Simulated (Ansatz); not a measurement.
A nudged elastic band was laid between two geometries of CH4OSSi (8 atoms, charge 0, multiplicity 1).

Theory: Ansatz, RKS revPBE/def2-SVP.

```yaml
movable_images: 9
climbing_image: yes
spring: 5.0 eV/Å²
optimiser: quadratic models (default)
start_path: IDPP
force_threshold: 0.05 eV/Å
iteration_limit: 27
end_points: relaxed
```

Image 0:

```xyz
8
Properties=species:S:1:pos:R:3
O -1.126 1.712 -0.581
S -1.067 1.152 1.021
C 0.022 -0.189 0.929
Si 1.141 -0.716 -0.332
H -1.734 1.105 -1.059
H 0.074 -0.703 1.909
H 0.963 -0.282 -1.751
H 1.728 -2.079 -0.136
```

Image 10:

```xyz
8
Properties=species:S:1:pos:R:3
O -1.401 1.454 -0.628
S -1.119 1.084 1.007
C -0.022 -0.253 0.923
Si 0.920 -0.925 -0.404
H -0.740 2.139 -0.863
H 0.144 -0.670 1.936
H 0.616 -0.600 -1.831
H 1.603 -2.229 -0.141
```

Question: Which bonds break or form, and what moves?

Answer: No bond is made or broken. The dihedral H5–O1–S2–C3 goes from 79 to -92°.

Question: Give the energies along the band, and the barrier.

Answer: It converged. The highest image is number 5 of 0 to 10, 0.174 eV above the first end and 0.163 eV above the last; the last end lies 0.011 eV above the first. A vibrational analysis at the climbing image gives one clearly imaginary mode, 399i cm⁻¹: a first-order saddle point.

```tsv
image	path coordinate (Å)	energy (eV)	dihedral H5–O1–S2–C3 (°)
0	0.00	0.000	79
1	0.27	0.009	67
2	0.53	0.035	52
3	0.80	0.079	33
4	1.07	0.139	9
5	1.33	0.174	-17
6	1.56	0.149	-39
7	1.78	0.095	-58
8	2.01	0.047	-74
9	2.23	0.019	-86
10	2.46	0.011	-92
```

Question: What is the geometry of the highest image?

Answer: 
```xyz
8
Properties=species:S:1:pos:R:3
O -1.368 1.708 -0.450
S -0.872 1.270 1.112
C 0.086 -0.122 0.938
Si 1.029 -0.800 -0.440
H -0.783 1.254 -1.093
H 0.298 -0.538 1.945
H 0.364 -0.496 -1.766
H 1.245 -2.276 -0.246
```

Question: What are the harmonic wavenumbers there?

Answer: 399i, 135, 183, 329, 378, 386, 558, 669, 708, 756, 895, 940, 1121, 1164, 2108, 2169, 3066, 3619 cm⁻¹.

Time of the run: 5.6 min on 1 thread of Intel(R) Xeon(R) Processor @ 2.50GHz (Skylake/Cascade Lake) (shared host), peak memory 0.26 GiB.
